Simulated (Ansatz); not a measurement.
Geometry optimisation, RKS PBE0-D4/def2-SVP in Ansatz.

input.yaml

```yaml
crystal:
  periodic: [false, false, false]
  atoms:
    - { symbol: B, position_ang: [-0.088912, -0.448952, -0.440729] }
    - { symbol: Cl, position_ang: [-0.100217, 0.016701, 2.585741] }
    - { symbol: F, position_ang: [1.054286, 0.145498, -0.677211] }
    - { symbol: Cl, position_ang: [-1.572886, 0.283985, -0.983442] }
    - { symbol: H, position_ang: [-0.100626, -1.528288, 0.077738] }
    - { symbol: H, position_ang: [-0.020044, -1.117745, 1.894203] }
basis:
  gaussian: { orbitals: def2-SVP }
hamiltonian:
  xc: pbe0
  dispersion: d4
relax:
  f_tol: 0.03
  max_steps: 50
```

Launched with:

```bash
$ ansatz run input.yaml --threads 1 --pin off --max-ram 2048MiB --backend cpu --events-out ev --progress --plain --runs-dir out
```

Q: Where does it end, and by what steps?

A: The run converged. The force dipped under the threshold on the way, but the program's further checks kept it going. After 13 steps the energy has fallen by 0.095 eV; H6 moved furthest, 0.74 Å.

| step | energy less start (eV) | largest force component (eV/Å) | accepted |
| --- | --- | --- | --- |
| 0 | 0.0000 | 1.036 | yes |
| 1 | -0.0418 | 0.556 | yes |
| 2 | 0.0030 | 1.072 | no |
| 3 | -0.0528 | 0.441 | yes |
| 4 | -0.0710 | 0.379 | yes |
| 5 | -0.0856 | 0.351 | yes |
| 6 | -0.0916 | 0.148 | yes |
| 7 | -0.0752 | 1.013 | no |
| 8 | -0.0940 | 0.054 | yes |
| 9 | -0.0912 | 0.437 | no |
| 10 | -0.0945 | 0.055 | yes |
| 11 | -0.0928 | 0.138 | no |
| 12 | -0.0950 | 0.025 | yes |
| 13 | -0.0952 | 0.017 | yes |

```xyz
6
Properties=species:S:1:pos:R:3
B -0.097 -0.447 -0.599
Cl -0.165 0.046 2.467
F 1.045 0.186 -0.728
Cl -1.575 0.377 -1.037
H -0.114 -1.603 -0.268
H 0.077 -1.209 2.622
```

Whether the end is a true minimum wasn't checked by a vibrational analysis.

Time of the run: 13 s on 1 thread of AMD EPYC 9R45 96-Core Processor (Zen 5) (shared host), peak memory 0.16 GiB.
